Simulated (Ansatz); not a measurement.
Computed with Ansatz.

Basis-set series for `[O]=[Nb]([Cl])([Cl])[Cl]`. Charge 0, multiplicity 1. Nb takes the def2 core potential. The geometry is a stationary point of PBE0-D4/def2-TZVP.

| functional | basis | functions | energy (Eh) | HOMO (eV) | LUMO (eV) |
| --- | --- | --- | --- | --- | --- |
| PBE0-D4 | def2-SVP | 99 | -1512.03698 | -9.85 | -3.28 |
| PBE0-D4 | def2-TZVPP | 213 | -1512.62039 | -9.84 | -3.29 |
| ωB97M-V | def2-SVP | 99 | -1512.40217 | -12.00 | -1.16 |
| ωB97M-V | def2-TZVPP | 213 | -1512.98090 | -12.07 | -1.22 |

Task: Give the rows for def2-QZVPP. (An estimate is asked.)

Result: The calculation gave: 
```csv
functional,basis,functions,energy (Eh),HOMO (eV),LUMO (eV)
PBE0-D4,def2-QZVPP,348,-1512.66825,-9.84,-3.28
ωB97M-V,def2-QZVPP,348,-1513.02660,-12.08,-1.23
```
